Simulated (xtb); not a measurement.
BBr₂, SMILES Br[B]Br (connectivity only; charge and spin as stated), charge +1, multiplicity 1. All values are semi-empirical tight-binding results from xtb (GFN2-xTB unless named), good for trends rather than for accurate numbers. The structure is a stationary point at GFN2-xTB. The spin state was assumed, not searched. The isomer is the one that the SMILES or the coordinates give; other isomers of the formula were not compared.

Optimised geometry:

Bond lengths (Å): Br1–B2 1.741, B2–Br3 1.741. Angles (°): Br1–B2–Br3 180.0.
Charge +1, spin multiplicity 1.

The point group as xtb finds it is D∞h and the orbital gap comes out as 4.51 eV. The zero-point energy is 3.1 kcal/mol and the G − E(el) at 298.15 K (modified RRHO) is -13.1 kcal/mol. The static polarisability (D4 model) is 55.0 bohr³, the solvation energy, GFN2-xTB/ALPB(water) is -43.7 kcal/mol and the solvation energy, GFN2-xTB/ALPB(acetonitrile) is -51.1 kcal/mol.

Computed atomic charges and the Wiberg bond orders between heavy atoms:
charges (e) Br1 0.29, B2 0.41, Br3 0.29. Bond orders Br1–B2 1.74, B2–Br3 1.74.
